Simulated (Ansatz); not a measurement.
Geometry optimisation, RKS PBE0-D4/def2-SVP (Ansatz 0.2.0).

The input (input.yaml):

```yaml
crystal:
  periodic: [false, false, false]
  atoms:
    - { symbol: Ga, position_ang: [0.0, 0.0, 0.0] }
    - { symbol: H, position_ang: [0.0, 0.0, 1.57] }
    - { symbol: "N", position_ang: [1.6714, 0.0, -0.965] }
    - { symbol: H, position_ang: [2.138, -0.9179, -1.2168] }
    - { symbol: H, position_ang: [2.1227, 0.9179, -1.2432] }
    - { symbol: H, position_ang: [-1.3596, 0.0, -0.785] }
basis:
  gaussian: { orbitals: def2-SVP }
hamiltonian:
  xc: pbe0
  dispersion: d4
relax:
  f_tol: 0.02
  max_steps: 40
output:
  orbitals: {}
```

Command:

```bash
$ ansatz run input.yaml --threads 1 --pin off --max-ram 2048MiB --backend cpu --events-out ev --progress --plain --runs-dir out
```

Task: Where does it end, and by what steps?

Result: The run converged. After 8 steps the energy has fallen by 0.873 eV; H4 moved furthest, 0.96 Å.

| step | energy less start (eV) | largest force component (eV/Å) | accepted |
| --- | --- | --- | --- |
| 0 | 0.0000 | 2.042 | yes |
| 1 | -0.1997 | 0.561 | yes |
| 2 | -0.2654 | 0.206 | yes |
| 3 | -0.4168 | 0.809 | yes |
| 4 | -0.6056 | 0.759 | yes |
| 5 | -0.7705 | 0.565 | yes |
| 6 | -0.8636 | 0.386 | yes |
| 7 | -0.8729 | 0.060 | yes |
| 8 | -0.8733 | 0.013 | yes |

```xyz
6
Properties=species:S:1:pos:R:3
Ga 0.015 0.000 -0.010
H 0.052 -0.551 1.452
N 1.584 0.000 -0.915
H 2.462 -0.332 -0.533
H 1.694 0.331 -1.865
H -1.234 0.552 -0.769
```

Whether the end is a true minimum wasn't checked by a vibrational analysis.

Time of the run: 16 s on 1 thread of Arm Neoverse V2, with other jobs on the host, peak memory 0.12 GiB.
